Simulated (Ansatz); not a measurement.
`OBOBF` and `OBO[SiH2][SiH3]` differ in one atom or group.

Ansatz, PBE0-D4/def2-TZVP geometries, multiplicity 1. Each molecule was computed in one conformer, which needn't be the lowest.

```
                                                                                  property  `OBOBF`
                                          size of the dipole moment (B3LYP/def2-TZVPP) / D     2.02
                                                   HOMO–LUMO gap (ωB97M-V/def2-TZVPP) / eV    13.76
ideal-gas entropy at 298 K and 1 bar (rigid rotor, harmonic PBE0-D4/def2-TZVP) / J/(mol·K)      320
                                            zero-point energy (PBE0-D4/def2-TZVP) / kJ/mol    128.5
                                        size of the dipole moment (ωB97M-V/def2-TZVPP) / D     2.01
                                                       LUMO energy (B3LYP/def2-TZVPP) / eV    -0.39
```

(1) What does the change do to each property? (An estimate is asked.)

## Answers

(1) Computed: 
```tsv
property	`OBO[SiH2][SiH3]`	shift
size of the dipole moment (B3LYP/def2-TZVPP) / D	1.23	-0.79
HOMO–LUMO gap (ωB97M-V/def2-TZVPP) / eV	11.68	-2.08
ideal-gas entropy at 298 K and 1 bar (rigid rotor, harmonic PBE0-D4/def2-TZVP) / J/(mol·K)	377	57
zero-point energy (PBE0-D4/def2-TZVP) / kJ/mol	197.2	68.7
size of the dipole moment (ωB97M-V/def2-TZVPP) / D	1.23	-0.78
LUMO energy (B3LYP/def2-TZVPP) / eV	-0.47	-0.08
```

With PBE0 the HOMO rises by 1.39 eV and the LUMO falls by 0.19 eV, so the gap narrows by about 1.58 eV. PBE moves the HOMO by 1.01 eV and ωB97M-V by 1.70 eV. The zero-point energy changes by 68.7 kJ/mol with +12 modes. Dipoles are sizes alone; their direction can turn.

B3LYP here is the variant with VWN-RPA as its local correlation; programs differ in this.
